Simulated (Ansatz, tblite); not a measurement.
Spin states of the cluster Si2S2⁻, each relaxed with PBE0-D4/def2-TZVPD in Ansatz. Electronic energies in the gas phase.

The xTB rows come from tblite. LC-ωPBE has ω = 0.4 bohr⁻¹. Correlated methods freeze 20 core orbitals. In CCSD on the charge -1 quartet the largest single amplitude is 0.20, so its Hartree–Fock determinant may place the open shell otherwise than the density functionals do. The structure comes from a short search, and lower isomers may exist.

Doublet geometry (D2h within 0.1 Å):

```xyz
4

Si   -0.276    0.795   -1.266
Si    0.276   -0.795    1.266
S    -0.402    1.248    0.871
S     0.402   -1.248   -0.871
```

Quartet geometry (C2v within 0.1 Å):

```xyz
4

Si    0.1450   -0.3914    1.3295
Si   -0.1501    0.1060   -1.3814
S     1.6752    0.1461   -0.1555
S    -1.6701    0.1393    0.2074
```

⟨S²⟩: doublet 0.77 at PBE0-D4/def2-TZVPD (pure 0.75), quartet 3.76 at PBE0-D4/def2-TZVPD (pure 3.75).

Only these spin states were relaxed.

Task: Estimate which spin state lies lowest at each of these levels, and by how much: GFN1-xTB; HF/6-31G; HF/def2-TZVPD; HF/def2-TZVPPD; r2SCAN-D4/def2-TZVPD; r2SCANh-D4/def2-TZVPD; LC-ωPBE/def2-TZVPD; B2PLYP/def2-TZVPD; PBE-QIDH/def2-TZVPD; MP2/def2-TZVPD; MP2/def2-TZVPPD; CCSD(T)/def2-TZVPPD.

Result: 
```
                level  quartet − doublet (kJ/mol)  lowest of these                                               remarks
             GFN1-xTB                       275.3          doublet                                                     –
             HF/6-31G                       163.9          doublet                                                     –
        HF/def2-TZVPD                       157.3          doublet               spin-contaminated (⟨S²⟩ 0.83) (doublet)
       HF/def2-TZVPPD                       157.4          doublet               spin-contaminated (⟨S²⟩ 0.83) (doublet)
 r2SCAN-D4/def2-TZVPD                       179.8          doublet  HOMO above zero (doublet), HOMO above zero (quartet)
r2SCANh-D4/def2-TZVPD                       178.7          doublet  HOMO above zero (doublet), HOMO above zero (quartet)
   LC-ωPBE/def2-TZVPD                       184.2          doublet                                                     –
    B2PLYP/def2-TZVPD                       200.8          doublet                                                     –
  PBE-QIDH/def2-TZVPD                       189.8          doublet                                                     –
       MP2/def2-TZVPD                       209.1          doublet               spin-contaminated (⟨S²⟩ 0.83) (doublet)
      MP2/def2-TZVPPD                       209.9          doublet               spin-contaminated (⟨S²⟩ 0.83) (doublet)
  CCSD(T)/def2-TZVPPD                       199.8          doublet               spin-contaminated (⟨S²⟩ 0.83) (doublet)
```

Change of the quartet − doublet gap on mixing in exact exchange, in kJ/mol: r2SCAN to r2SCANh (10 % exact exchange) -1.1. The xTB methods have no term that favours high spin, so they put low spin too low.
